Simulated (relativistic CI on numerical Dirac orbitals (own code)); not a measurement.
Fe²⁺: 3s photoemission

Computed with this model: Dirac-Coulomb-Breit CI, KLI orbitals optimised for each configuration, QED by a radiative potential, valence Slater integrals scaled by 0.9, multiplet model of photoemission in the sudden approximation; configurations [Ar] 3d6 → [Ne] 3s 3p6 3d6; 300 K; Lorentzian 1.5 eV and Gaussian 0.6 eV FWHM. Energies are those of the free ion, without screening or charge transfer. The energies are binding energies and can lie tens of eV above those of solids. Without intra-shell correlation the exchange splitting of an s hole comes out too large, often by half or more. S is read from ⟨S²⟩ = S(S + 1).

Computed curve for free ion, scaled to 100 at the maximum (points under 2 are left out and the grid is thinned):

```json
{"Energy (eV)": "119.4", "Intensity": "2.1"}
{"Energy (eV)": "119.8", "Intensity": "2.4"}
{"Energy (eV)": "120.2", "Intensity": "2.8"}
{"Energy (eV)": "120.4", "Intensity": "3.0"}
{"Energy (eV)": "120.8", "Intensity": "3.6"}
{"Energy (eV)": "121.2", "Intensity": "4.4"}
{"Energy (eV)": "121.6", "Intensity": "5.4"}
{"Energy (eV)": "122.0", "Intensity": "6.8"}
{"Energy (eV)": "122.4", "Intensity": "8.9"}
{"Energy (eV)": "122.6", "Intensity": "10.4"}
{"Energy (eV)": "123.0", "Intensity": "14.4"}
{"Energy (eV)": "123.4", "Intensity": "21.3"}
{"Energy (eV)": "123.8", "Intensity": "33.6"}
{"Energy (eV)": "124.2", "Intensity": "55.2"}
{"Energy (eV)": "124.4", "Intensity": "69.8"}
{"Energy (eV)": "124.8", "Intensity": "96.1"}
{"Energy (eV)": "125.2", "Intensity": "94.7"}
{"Energy (eV)": "125.6", "Intensity": "67.4"}
{"Energy (eV)": "126.0", "Intensity": "41.4"}
{"Energy (eV)": "126.2", "Intensity": "32.5"}
{"Energy (eV)": "126.6", "Intensity": "20.8"}
{"Energy (eV)": "127.0", "Intensity": "14.3"}
{"Energy (eV)": "127.4", "Intensity": "10.4"}
{"Energy (eV)": "127.8", "Intensity": "8.0"}
{"Energy (eV)": "128.2", "Intensity": "6.4"}
{"Energy (eV)": "128.4", "Intensity": "5.8"}
{"Energy (eV)": "128.8", "Intensity": "4.9"}
{"Energy (eV)": "129.2", "Intensity": "4.3"}
{"Energy (eV)": "129.6", "Intensity": "3.8"}
{"Energy (eV)": "130.0", "Intensity": "3.5"}
{"Energy (eV)": "130.2", "Intensity": "3.4"}
{"Energy (eV)": "130.6", "Intensity": "3.3"}
{"Energy (eV)": "131.0", "Intensity": "3.3"}
{"Energy (eV)": "131.4", "Intensity": "3.4"}
{"Energy (eV)": "131.8", "Intensity": "3.5"}
{"Energy (eV)": "132.0", "Intensity": "3.7"}
{"Energy (eV)": "132.4", "Intensity": "4.1"}
{"Energy (eV)": "132.8", "Intensity": "4.7"}
{"Energy (eV)": "133.2", "Intensity": "5.7"}
{"Energy (eV)": "133.6", "Intensity": "7.2"}
{"Energy (eV)": "134.0", "Intensity": "9.6"}
{"Energy (eV)": "134.2", "Intensity": "11.4"}
{"Energy (eV)": "134.6", "Intensity": "16.8"}
{"Energy (eV)": "135.0", "Intensity": "26.6"}
{"Energy (eV)": "135.4", "Intensity": "43.3"}
{"Energy (eV)": "135.8", "Intensity": "62.0"}
{"Energy (eV)": "136.0", "Intensity": "66.4"}
{"Energy (eV)": "136.4", "Intensity": "58.1"}
{"Energy (eV)": "136.8", "Intensity": "38.7"}
{"Energy (eV)": "137.2", "Intensity": "23.7"}
{"Energy (eV)": "137.6", "Intensity": "15.1"}
{"Energy (eV)": "137.8", "Intensity": "12.3"}
{"Energy (eV)": "138.2", "Intensity": "8.6"}
{"Energy (eV)": "138.6", "Intensity": "6.3"}
{"Energy (eV)": "139.0", "Intensity": "4.8"}
{"Energy (eV)": "139.4", "Intensity": "3.8"}
{"Energy (eV)": "139.8", "Intensity": "3.1"}
{"Energy (eV)": "140.0", "Intensity": "2.8"}
{"Energy (eV)": "140.4", "Intensity": "2.4"}
{"Energy (eV)": "140.8", "Intensity": "2.0"}
```

The ground state has S = 2.00, and the centroid lies at 129.41 eV.
